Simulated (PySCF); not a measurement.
gallium atom (Ga), doublet; HF/def2-SV(P) (PySCF).

PySCF was given this input:
```python
from pyscf import gto, scf

mol = gto.Mole()
mol.atom = '''
    Ga    0.00000000    0.00000000    0.00000000
'''
mol.basis = 'def2-sv(p)'
mol.spin = 1
mol.verbose = 4
mol.build()

mf = scf.UHF(mol)
mf.kernel()
mf.analyze()
```

Task: Write the output that PySCF gives for this input, abridged.

Result: 
```
PySCF version 2.14.0

[INPUT] verbose = 4
[INPUT] num. atoms = 1
[INPUT] num. electrons = 31
[INPUT] charge = 0
[INPUT] spin (= nelec alpha-beta = 2S) = 1
[INPUT] symmetry False subgroup None
[INPUT] Mole.unit = angstrom
[INPUT] Symbol           X                Y                Z      unit          X                Y                Z       unit  Magmom
[...]
nuclear repulsion = 0
number of shells = 12
number of NR pGTOs = 74
number of NR cGTOs = 32
basis = def2-sv(p)
ecp = {}

******** <class 'pyscf.scf.uhf.UHF'> ********
method = UHF
initial guess = minao
damping factor = 0
level_shift factor = 0
DIIS = <class 'pyscf.scf.diis.CDIIS'>
diis_start_cycle = 1
diis_space = 8
diis_damp = 0
SCF conv_tol = 1e-09
SCF conv_tol_grad = None
SCF max_cycles = 50
direct_scf = True
direct_scf_tol = 1e-13
number electrons alpha = 16  beta = 15
Set gradient conv threshold to 3.16228e-05
init E= -1922.31237129718

cycle= 1 E= -1922.96577001928  delta_E= -0.653  |g|= 0.0785  |ddm|= 0.799
cycle= 2 E= -1922.9724237061  delta_E= -0.00665  |g|= 0.0488  |ddm|= 0.175
cycle= 3 E= -1922.97358622935  delta_E= -0.00116  |g|= 0.0162  |ddm|= 0.0517
cycle= 4 E= -1922.97411880877  delta_E= -0.000533  |g|= 0.00307  |ddm|= 0.0653
cycle= 5 E= -1922.97413401671  delta_E= -1.52e-05  |g|= 0.000627  |ddm|= 0.0153
cycle= 6 E= -1922.97413507057  delta_E= -1.05e-06  |g|= 9.88e-05  |ddm|= 0.00596
cycle= 7 E= -1922.97413509346  delta_E= -2.29e-08  |g|= 1.27e-05  |ddm|= 0.000908
cycle= 8 E= -1922.97413509362  delta_E= -1.63e-10  |g|= 1.5e-06  |ddm|= 4.1e-05
Extra cycle  E= -1922.97413509363  delta_E= -1.59e-12  |g|= 5.61e-07  |ddm|= 3.87e-06
converged SCF energy = -1922.97413509363  <S^2> = 0.75926406  2S+1 = 2.0092427
**** SCF Summaries ****
Total Energy =                       -1922.974135093626501
Nuclear Repulsion Energy =               0.000000000000000
One-electron Energy =                -2684.479018697451011
Two-electron Energy =                  761.504883603824510
Two-electron Coulomb Energy =          835.024607878060920
DFT Exchange-Correlation Energy =      -73.519724274236410
**** MO energy ****
                             alpha | beta                alpha | beta
[...]
To work with the spin densities directly, `use mulliken_meta_spin()` only printing them here.

 ** Mulliken spin pop alpha/beta on meta-lowdin orthogonal AOs **
 ** Mulliken Spin Density (per AO)  **
spin_pop of  0 Ga 1s       -0.00000
spin_pop of  0 Ga 2s        0.00000
spin_pop of  0 Ga 3s        0.00002
spin_pop of  0 Ga 4s       -0.00203
spin_pop of  0 Ga 5s        0.00141
spin_pop of  0 Ga 2px       0.00000
spin_pop of  0 Ga 2py       0.00000
spin_pop of  0 Ga 2pz       0.00000
spin_pop of  0 Ga 3px      -0.00001
spin_pop of  0 Ga 3py       0.00003
spin_pop of  0 Ga 3pz      -0.00000
spin_pop of  0 Ga 4px       0.01068
spin_pop of  0 Ga 4py       0.91642
spin_pop of  0 Ga 4pz       0.06433
spin_pop of  0 Ga 5px       0.00009
spin_pop of  0 Ga 5py       0.00790
spin_pop of  0 Ga 5pz       0.00056
spin_pop of  0 Ga 3dxy      0.00005
spin_pop of  0 Ga 3dyz      0.00005
spin_pop of  0 Ga 3dz^2     0.00002
spin_pop of  0 Ga 3dxz      0.00001
spin_pop of  0 Ga 3dx2-y2    0.00005
spin_pop of  0 Ga 4dxy     -0.00002
spin_pop of  0 Ga 4dyz      0.00002
spin_pop of  0 Ga 4dz^2     0.00003
spin_pop of  0 Ga 4dxz     -0.00000
spin_pop of  0 Ga 4dx2-y2    0.00012
spin_pop of  0 Ga 5dxy     -0.00001
spin_pop of  0 Ga 5dyz      0.00004
spin_pop of  0 Ga 5dz^2     0.00005
spin_pop of  0 Ga 5dxz     -0.00000
spin_pop of  0 Ga 5dx2-y2    0.00021
 ** Mulliken Spin Density (per atom)  **
spin density of  0 Ga =      1.00000
 ** Mulliken pop alpha/beta on meta-lowdin orthogonal AOs **
 ** Mulliken pop       alpha | beta **
[...]
In total            16.00000 | 15.00000
 ** Mulliken atomic charges   ( Nelec_alpha | Nelec_beta ) **
charge of  0Ga =     -0.00000  (    16.00000     15.00000 )
Dipole moment(X, Y, Z, Debye): -0.00000,  0.00000,  0.00000
```
